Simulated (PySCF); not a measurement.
Be(Br)(Me) (CH₃BeBr), SMILES [Be]([Br])[CH3]. Atoms are numbered in the order given.

```xyz
6

Be     0.0000     0.0000     1.0945
Br     0.0000     0.0000    -0.8726
C      0.0000     0.0000     2.7724
H     -0.8817    -0.5090     3.1757
H      0.0000     1.0181     3.1757
H      0.8817    -0.5090     3.1757
```

Coordinates come from a ωB97X-D3(BJ)/def2-TZVP optimisation.

The numbers are results of KT2/pcSseg-2 in PySCF, not measurements.

GIAO shieldings, no solvent; atoms alike by connectivity are averaged. δ = σ(ref) − σ: ¹³C against TMS (σ = 184.2 ppm); ¹H against TMS (σ = 31.47 ppm), references at their B3LYP-D3(BJ)/def2-TZVP geometries, non-relativistic (without spin–orbit terms, shifts of atoms bonded to Cl or Br come out too high).

Computed chemical shifts:
```csv
nucleus,atoms,count,δ (ppm)
¹³C,C3,1,-14.8
¹H,"H4, H5, H6",3,-0.44
```
